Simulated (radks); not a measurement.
Values are calculated unless marked as measured or tabulated.
Question: These are the eigenvalues of the occupied orbitals of an atom or ion with whole-number occupations (hartree). Level of theory: Dirac Kohn-Sham, BLYP, spin-unpolarised, spherical densities, finite nucleus; Fermi nuclear charge, rms radius of each element as measured or else 0.836 A^(1/3) + 0.57 fm (a radial shooting solver on a logarithmic mesh with Libxc functionals).

| orbital | eigenvalue |
|---|---|
| 1s1/2 | -120.9437 |
| 2s1/2 | -24.33921 |
| 2p1/2 | -22.87682 |
| 2p3/2 | -22.78694 |

Which element is it, and in what charge state? The configuration may be excited. Open shells, if any, are shared by 2j + 1.

Answer: Z = 17, chlorine, charge +12: Cl12+ in [He] 2s2 2p1. The list shows which subshells hold electrons but not how many an open one holds; the 1s level, -120.94 hartree, gives Z - s = 15.6 by -(Z - s)^2/2, which with screening and relativity narrows Z to a few neighbours, and the depths of the outer levels then fix element, charge and occupations together.
